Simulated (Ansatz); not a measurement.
Geometry optimisation, RKS B3LYP-D4/def2-SVP (Ansatz).

The input (input.yaml):

```yaml
crystal:
  periodic: [false, false, false]
  atoms:
    - { symbol: B, position_ang: [0.43102, -2.05837, 0.41064] }
    - { symbol: Ga, position_ang: [0.73446, 0.03182, 0.21626] }
    - { symbol: S, position_ang: [-1.3297, 1.37277, -0.72977] }
    - { symbol: H, position_ang: [1.3445, -2.78274, 0.44607] }
    - { symbol: H, position_ang: [-0.67758, -2.42098, 0.45584] }
    - { symbol: H, position_ang: [1.60298, 1.37592, 0.33213] }
    - { symbol: H, position_ang: [-1.48572, 2.21513, 0.301] }
    - { symbol: H, position_ang: [-0.61997, 2.26643, -1.43217] }
total_charge: 1
basis:
  gaussian: { orbitals: def2-SVP }
hamiltonian:
  xc: b3lyp
  dispersion: d4
relax:
  f_tol: 0.015
  max_steps: 40
output:
  orbitals: {}
```

Launched with:

```bash
$ ansatz run input.yaml --threads 1 --pin off --max-ram 2048MiB --backend cpu --events-out ev --progress --plain --runs-dir out
```

Q: Where does it end, and by what steps?

A: The run converged. The force dipped under the threshold on the way, but the program's further checks kept it going. Limits of this set-up: the dipole of an ion depends on the origin. After 27 steps the energy has fallen by 0.237 eV; H7 moved furthest, 1.62 Å.

| step | energy less start (eV) | largest force component (eV/Å) | accepted |
| --- | --- | --- | --- |
| 0 | 0.0000 | 0.833 | yes |
| 1 | -0.0261 | 0.573 | yes |
| 2 | -0.0870 | 0.290 | yes |
| 3 | -0.0921 | 0.434 | yes |
| 4 | -0.1440 | 0.096 | yes |
| 5 | -0.1699 | 0.123 | yes |
| 6 | -0.1708 | 0.549 | yes |
| 7 | -0.2006 | 0.082 | yes |
| 8 | -0.1950 | 0.157 | no |
| 9 | -0.2024 | 0.026 | yes |
| 10 | -0.1970 | 0.245 | no |
| 11 | -0.2039 | 0.020 | yes |
| 12 | -0.2052 | 0.050 | yes |
| 13 | -0.2066 | 0.151 | yes |
| 14 | -0.2075 | 0.219 | yes |
| 15 | -0.2073 | 0.348 | no |
| 16 | -0.2103 | 0.077 | yes |
| 17 | -0.2130 | 0.099 | yes |
| 18 | -0.2138 | 0.284 | yes |
| 19 | -0.2181 | 0.188 | yes |
| 20 | -0.2268 | 0.067 | yes |
| 21 | -0.2326 | 0.101 | yes |
| 22 | -0.2359 | 0.026 | yes |
| 23 | -0.2366 | 0.032 | yes |
| 24 | -0.2369 | 0.006 | yes |
| 25 | -0.2370 | 0.039 | yes |
| 26 | -0.2370 | 0.024 | yes |
| 27 | -0.2371 | 0.006 | yes |

```xyz
8
Properties=species:S:1:pos:R:3
B 0.265 -1.778 0.509
Ga 1.002 0.157 0.239
S -0.744 1.402 -1.162
H 0.492 -2.605 -0.330
H -0.391 -2.018 1.485
H 2.038 1.304 0.367
H -1.912 0.961 -0.627
H -0.750 2.577 -0.482
```

Whether the end is a true minimum wasn't checked by a vibrational analysis.

Run time: 2 min on 1 thread of Arm Neoverse V1 (shared host), peak memory 0.18 GiB.
